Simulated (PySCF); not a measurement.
Bond stretch in AlN, triplet.

Levels: UKS-B3LYP/6-31G* = PySCF with unrestricted B3LYP/6-31G*, spherical d; UHF/LANL2DZ = unrestricted Hartree-Fock/LANL2DZ, with its core potentials past Ne run with PySCF; UHF/3-21G = unrestricted Hartree-Fock/3-21G (PySCF); UCCSD(T) = CCSD(T) on UHF/cc-pVDZ, 6 core orbitals frozen run with PySCF.

Energies relative to the lowest point of each curve near equilibrium, in eV; the last columns give the difference from UCCSD(T):

```json
[
 {"R / Å": "1.35", "UKS-B3LYP/6-31G*": "4.670", "UHF/LANL2DZ": "5.970", "UHF/3-21G": "6.315", "UCCSD(T)": "5.289", "UKS-B3LYP/6-31G* − UCCSD(T)": "-0.619", "UHF/LANL2DZ − UCCSD(T)": "0.681", "UHF/3-21G − UCCSD(T)": "1.026"},
 {"R / Å": "1.42", "UKS-B3LYP/6-31G*": "2.885", "UHF/LANL2DZ": "4.115", "UHF/3-21G": "4.338", "UCCSD(T)": "3.397", "UKS-B3LYP/6-31G* − UCCSD(T)": "-0.512", "UHF/LANL2DZ − UCCSD(T)": "0.717", "UHF/3-21G − UCCSD(T)": "0.941"},
 {"R / Å": "1.52", "UKS-B3LYP/6-31G*": "1.287", "UHF/LANL2DZ": "2.345", "UHF/3-21G": "2.455", "UCCSD(T)": "1.673", "UKS-B3LYP/6-31G* − UCCSD(T)": "-0.385", "UHF/LANL2DZ − UCCSD(T)": "0.672", "UHF/3-21G − UCCSD(T)": "0.782"},
 {"R / Å": "1.61", "UKS-B3LYP/6-31G*": "0.502", "UHF/LANL2DZ": "1.373", "UHF/3-21G": "1.431", "UCCSD(T)": "0.792", "UKS-B3LYP/6-31G* − UCCSD(T)": "-0.290", "UHF/LANL2DZ − UCCSD(T)": "0.581", "UHF/3-21G − UCCSD(T)": "0.639"},
 {"R / Å": "1.67", "UKS-B3LYP/6-31G*": "0.212", "UHF/LANL2DZ": "0.915", "UHF/3-21G": "0.932", "UCCSD(T)": "0.441", "UKS-B3LYP/6-31G* − UCCSD(T)": "-0.229", "UHF/LANL2DZ − UCCSD(T)": "0.475", "UHF/3-21G − UCCSD(T)": "0.492"},
 {"R / Å": "1.75", "UKS-B3LYP/6-31G*": "0.028", "UHF/LANL2DZ": "0.479", "UHF/3-21G": "0.451", "UCCSD(T)": "0.418", "UKS-B3LYP/6-31G* − UCCSD(T)": "-0.391", "UHF/LANL2DZ − UCCSD(T)": "0.060", "UHF/3-21G − UCCSD(T)": "0.033"},
 {"R / Å": "1.79", "UKS-B3LYP/6-31G*": "0.000", "UHF/LANL2DZ": "0.322", "UHF/3-21G": "0.284", "UCCSD(T)": "0.262", "UKS-B3LYP/6-31G* − UCCSD(T)": "-0.262", "UHF/LANL2DZ − UCCSD(T)": "0.061", "UHF/3-21G − UCCSD(T)": "0.023"},
 {"R / Å": "1.84", "UKS-B3LYP/6-31G*": "0.009", "UHF/LANL2DZ": "0.176", "UHF/3-21G": "0.136", "UCCSD(T)": "0.120", "UKS-B3LYP/6-31G* − UCCSD(T)": "-0.111", "UHF/LANL2DZ − UCCSD(T)": "0.056", "UHF/3-21G − UCCSD(T)": "0.016"},
 {"R / Å": "1.90", "UKS-B3LYP/6-31G*": "0.011", "UHF/LANL2DZ": "0.063", "UHF/3-21G": "0.035", "UCCSD(T)": "0.033", "UKS-B3LYP/6-31G* − UCCSD(T)": "-0.022", "UHF/LANL2DZ − UCCSD(T)": "0.030", "UHF/3-21G − UCCSD(T)": "0.002"},
 {"R / Å": "1.96", "UKS-B3LYP/6-31G*": "0.003", "UHF/LANL2DZ": "0.006", "UHF/3-21G": "0.000", "UCCSD(T)": "0.000", "UKS-B3LYP/6-31G* − UCCSD(T)": "0.003", "UHF/LANL2DZ − UCCSD(T)": "0.006", "UHF/3-21G − UCCSD(T)": "0.000"},
 {"R / Å": "2.05", "UKS-B3LYP/6-31G*": "0.064", "UHF/LANL2DZ": "0.000", "UHF/3-21G": "0.041", "UCCSD(T)": "0.032", "UKS-B3LYP/6-31G* − UCCSD(T)": "0.032", "UHF/LANL2DZ − UCCSD(T)": "-0.032", "UHF/3-21G − UCCSD(T)": "0.009"},
 {"R / Å": "2.20", "UKS-B3LYP/6-31G*": "—", "UHF/LANL2DZ": "0.124", "UHF/3-21G": "0.250", "UCCSD(T)": "0.221", "UKS-B3LYP/6-31G* − UCCSD(T)": "—", "UHF/LANL2DZ − UCCSD(T)": "-0.097", "UHF/3-21G − UCCSD(T)": "0.030"}
]
```

UKS-B3LYP/6-31G* is furthest from UCCSD(T) at 1.35 (-0.619 eV, below); its mean absolute difference over the points is 0.260 eV.

UHF/LANL2DZ is furthest from UCCSD(T) at 1.42 (0.717 eV, above); its mean absolute difference over the points is 0.289 eV.

UHF/3-21G is furthest from UCCSD(T) at 1.35 (1.026 eV, above); its mean absolute difference over the points is 0.333 eV.

Dashes: no converged value, or the column stops at the first point that the program doubted or that broke a chosen test of continuity, which isn't proof of a fault.

The scan ran from 1.35 to 7.23 Å; beyond the distances shown one of the unrestricted levels run for this scan, shown here or not, changes its spin distribution in one step. The unrestricted determinant behind UHF/LANL2DZ is spin-contaminated at 1.35, 1.61 to 1.90 Å (<S²> up to 2.2, against 2.00 for a pure triplet). The unrestricted determinant behind UHF/3-21G is spin-contaminated at 1.35, 1.61 to 1.79 Å (<S²> up to 2.2, against 2.00 for a pure triplet). The unrestricted determinant behind UCCSD(T) is spin-contaminated at 1.35, 1.52 to 1.84 Å (<S²> up to 2.2, against 2.00 for a pure triplet).
